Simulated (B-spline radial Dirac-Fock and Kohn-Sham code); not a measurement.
**Subshell photoionisation cross sections of Co¹⁸⁺ against photon energy**

System: the Co¹⁸⁺ ion in the configuration [He] 2s2 2p5.

The run's input, task.json:

```json
{"items": [{
  "Z": 27,
  "q": 18,
  "cfg": [[1, 0, 2], [2, 0, 2], [2, 1, 5]],
  "A": 59,
  "rrms": 3.7875,
  "do": ["binding", "quiet", "photo"],
  "hv": [21.22, 40.81, 80, 161.0, 248.0, 1630.0, 8047.8, 9251.7, 11300.0, 12000, 12700.0, 33400.0, 45100.0, 80000, 91600.0, 150000]
}]}
```

Command: `python xray_run.py task.json out`

Model: independent-particle photoionisation in a Dirac-Hartree-Slater potential with a Latter tail, all multipoles, thresholds from Dirac-Fock ΔSCF. Program: a radial atomic solver. Values are in kb per electron; a dash marks an energy below the computed threshold. Values for outer subshells far above threshold carry numerical ripple of a few per cent.

```
hν (eV)       1s        2s     2p1/2     2p3/2
   1630        –      32.6      40.0      38.7
 8047.8        –      1.06     0.282     0.261
 9251.7     9.88     0.755     0.177     0.163
  11300     5.81     0.458    0.0895    0.0820
  12000     4.94     0.393    0.0726    0.0664
  12700     4.25     0.340    0.0595    0.0543
  33400    0.276    0.0245   0.00185   0.00162
  45100    0.113    0.0103  0.000612  0.000523
  80000   0.0200   0.00189  7.35e-05  5.99e-05
  91600   0.0132   0.00126  4.46e-05  3.59e-05
 150000  0.00290  0.000282  7.45e-06  5.72e-06
```

At 150000 eV the multipoles beyond E1 give 36.2 % of 1s, 36.6 % of 2s, 51.3 % of 2p1/2, 48.4 % of 2p3/2.
